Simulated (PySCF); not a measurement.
Problem. What does the PBE0-D3(BJ)/def2-SVP structure of `C[S][Hg][S]C` (Hg(SMe)2) look like in three dimensions? (Singlet state.)

Solution. 
```
atom  x, y, z in Å
Hg1    0.9695    0.3666   -0.0306
S2     1.1698    0.1010    2.2919
C3     0.4813   -1.5654    2.5684
H4    -0.5719   -1.6382    2.2636
H5     0.5370   -1.7363    3.6531
H6     1.0681   -2.3460    2.0657
S7     0.8236    0.6793   -2.3515
C8    -0.8407    1.3995   -2.5495
H9    -1.6341    0.7035   -2.2444
H10   -0.9530    1.5999   -3.6248
H11   -0.9514    2.3506   -2.0109
```

Orientation and origin are arbitrary. Atoms count from 1 in this order. Hg1 (mercury bonded to 2 S) is linear (angle 178.2°). S2 (sulfur bonded to C and Hg) is bent (angle 102.8°).

Bonds between heavy atoms (Å): Hg1–S2 2.346, Hg1–S7 2.346, S2–C3 1.824, S7–C8 1.824.

Method: PBE0-D3(BJ)/def2-SVP geometry optimisation, gas phase, def2 core potentials past Kr (PySCF 2.14.0).

Not checked by PBE0-D3(BJ)/def2-SVP frequencies.
